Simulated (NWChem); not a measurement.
YF₂ cation; SMILES [Y+]([F])[F]

```xyz
3

Y      0.0000     0.0000     0.3489
F     -1.5752     0.0000    -0.7559
F      1.5752     0.0000    -0.7559
```
Atoms are numbered in this order, from 1.

Structure relaxed at the PBE-D3(BJ)/def2-SVP level. The spin multiplicity was typed, not searched, and may not be the lowest. def2 effective core potentials on Y; no spin-orbit coupling.

Symmetry labels are those of C2v in the frame above (b1 and b2, or b-type labels, depend on it).

**Question.** List the 4 lowest vertical singlet excitations and the 4 lowest triplet ones from B3LYP/def2-SVP with def2 effective core potentials on Y, TDA (NWChem).

**Answer.** 
```csv
state,energy (eV),oscillator strength,symmetry,leading excitation (squared amplitude)
S1,6.17,0.004,b1,HOMO → LUMO (0.98)
S2,6.52,0.000,a1,HOMO−1 → LUMO (0.99)
S3,6.56,0.016,b2,HOMO−2 → LUMO (0.99)
S4,6.76,0.000,a2,HOMO−3 → LUMO (0.99)
T1,6.13,spin-forbidden,b1,HOMO → LUMO (0.99)
T2,6.47,spin-forbidden,a1,HOMO−1 → LUMO (0.98)
T3,6.49,spin-forbidden,b2,HOMO−2 → LUMO (0.99)
T4,6.68,spin-forbidden,a2,HOMO−3 → LUMO (0.98)
```
